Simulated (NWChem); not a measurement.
Program: NWChem. System: hydrogen bromide (HBr), charge 0, spin multiplicity 1, at a geometry optimised with PBE0/def2-SVP. Level: EOM-CCSD/def2-SVPD, 9 core orbitals frozen.

Job file:

```
start mol
memory heap 100 mb stack 700 mb global 1900 mb
geometry units angstroms nocenter noautoz
  Br     0.000000     0.000000     0.039510
  H      0.000000     0.000000    -1.382857
  symmetry group C2v
end
basis spherical
  * library def2-svpd
end
scf
  rhf
  nopen 0
  maxiter 100
  thresh 1e-7
  semidirect memsize 60000000 filesize 0
end
tce
  freeze core 9
  ccsd
  nroots 1
  2eorb
  2emet 13
  thresh 1e-5
  maxiter 200
  tilesize 24
end
task tce energy
```

Part of the output:

```
             Northwest Computational Chemistry Package (NWChem) 7.3.0
             --------------------------------------------------------

                                NWChem Input Module
                                -------------------

 Scaling coordinates for geometry "geometry" by  1.889725989
 (inverse scale =  0.529177249)

 Turning off AUTOSYM since
 SYMMETRY directive was detected!

                             Geometry "geometry" -> ""
                             -------------------------

 Output coordinates in angstroms (scale by  1.889725989 to convert to a.u.)

  No.       Tag          Charge          X              Y              Z
 ---- ---------------- ---------- -------------- -------------- --------------
    1 Br                  35.0000     0.00000000     0.00000000     0.03951000
    2 H                    1.0000     0.00000000     0.00000000    -1.38285700

 Effective nuclear repulsion energy (a.u.)      13.0213958247

            Nuclear Dipole moment (a.u.)
            ----------------------------
        X                 Y               Z
 ---------------- ---------------- ----------------
     0.0000000000     0.0000000000    -0.0000132281

      Symmetry information
      --------------------

 Group name             C2v
 Group number             16
 Group order               4
 No. of unique centers     2

      Symmetry unique atoms

     1    2


 Summary of "ao basis" -> "" (spherical)
 ------------------------------------------------------------------------------
       Tag                 Description            Shells   Functions and Types
 ---------------- ------------------------------  ------  ---------------------
 *                         def2-svpd                  on all atoms

 Summary of "ao basis" -> "ao basis" (spherical)
 ------------------------------------------------------------------------------
       Tag                 Description            Shells   Functions and Types
 ---------------- ------------------------------  ------  ---------------------
 Br                        def2-svpd                15       41   6s5p4d
[...]
   0.0004011373831   0.2545073953029    6.92550     0.6     0.6

 Iteration  12 using   12 trial vectors
   0.0001159796341   0.2545073233850    6.92550     0.6     0.6

 Iteration  13 using   13 trial vectors
   0.0000469786849   0.2545083157905    6.92553     0.6     0.6

 Iteration  14 using   14 trial vectors
   0.0000181709137   0.2545082365914    6.92552     0.7     0.7

 Iteration  15 using   15 trial vectors
   0.0000057748805   0.2545081619247    6.92552     0.6     0.6
 --------------------------------------------------------------
 Iterations converged
 ------------------

 Excited state root  1
 Excitation energy / hartree =        0.254508161924717
                   / eV      =        6.925522404816405
 largest EOMCCSD amplitudes: R1 and R2

 Singles contributions
    19a1  (alpha) ---    18b1  (alpha)       -0.7928604564
    20a1  (alpha) ---    18b1  (alpha)       -0.2980616482
    23a1  (alpha) ---    18b1  (alpha)       -0.3806830485
    28a1  (alpha) ---    18b1  (alpha)       -0.1182783014
    29a1  (alpha) ---    18b1  (alpha)        0.1447620381

 Doubles contributions

 =========================================
 Excited-state calculation ( b2  symmetry)
 =========================================
 Dim. of EOMCC iter. space      500

 EOMCCSD SOLVER TYPE  1
  maxdiff =   0.51445677116009969

 No. of initial right vectors    1

 EOM-CCSD right-hand side iterations
 --------------------------------------------------------------
      Residuum       Omega / hartree  Omega / eV    Cpu    Wall
 --------------------------------------------------------------

 Iteration   1 using    1 trial vectors
   0.4166178916134   0.3545166826353    9.64689     0.9     0.9

 Iteration   2 using    2 trial vectors
   0.1126008362875   0.2790852729933    7.59430     0.6     0.6

 Iteration   3 using    3 trial vectors
   0.1053296031233   0.2686440518444    7.31018     0.6     0.6

 Iteration   4 using    4 trial vectors
   0.0626675642951   0.2592550119576    7.05469     0.6     0.6

 Iteration   5 using    5 trial vectors
   0.0379360281298   0.2555702042320    6.95442     0.6     0.6

 Iteration   6 using    6 trial vectors
   0.0176445833684   0.2545701509688    6.92721     0.5     0.5

 Iteration   7 using    7 trial vectors
   0.0076019221837   0.2545385462065    6.92635     0.5     0.5

 Iteration   8 using    8 trial vectors
   0.0032478448229   0.2545356314383    6.92627     0.6     0.6

 Iteration   9 using    9 trial vectors
   0.0020071322598   0.2544996263426    6.92529     0.6     0.6

 Iteration  10 using   10 trial vectors
   0.0012678382343   0.2544999617262    6.92530     0.5     0.5

 Iteration  11 using   11 trial vectors
   0.0004011373831   0.2545073953029    6.92550     0.6     0.6

 Iteration  12 using   12 trial vectors
   0.0001159796341   0.2545073233850    6.92550     0.6     0.6

 Iteration  13 using   13 trial vectors
   0.0000469786849   0.2545083157905    6.92553     0.5     0.5

 Iteration  14 using   14 trial vectors
   0.0000181709138   0.2545082365914    6.92552     0.6     0.6

 Iteration  15 using   15 trial vectors
   0.0000057748805   0.2545081619247    6.92552     0.7     0.7
 --------------------------------------------------------------
 Iterations converged
 ------------------

 Excited state root  1
 Excitation energy / hartree =        0.254508161924726
                   / eV      =        6.925522404816664
 largest EOMCCSD amplitudes: R1 and R2

 Singles contributions
    19a1  (alpha) ---    17b2  (alpha)        0.7928604564
    20a1  (alpha) ---    17b2  (alpha)        0.2980616482
    23a1  (alpha) ---    17b2  (alpha)        0.3806830485
    28a1  (alpha) ---    17b2  (alpha)        0.1182783014
    29a1  (alpha) ---    17b2  (alpha)       -0.1447620381

 Doubles contributions

 Task  times  cpu:       43.9s     wall:       43.9s

 Total times  cpu:       44.0s     wall:       44.0s
```
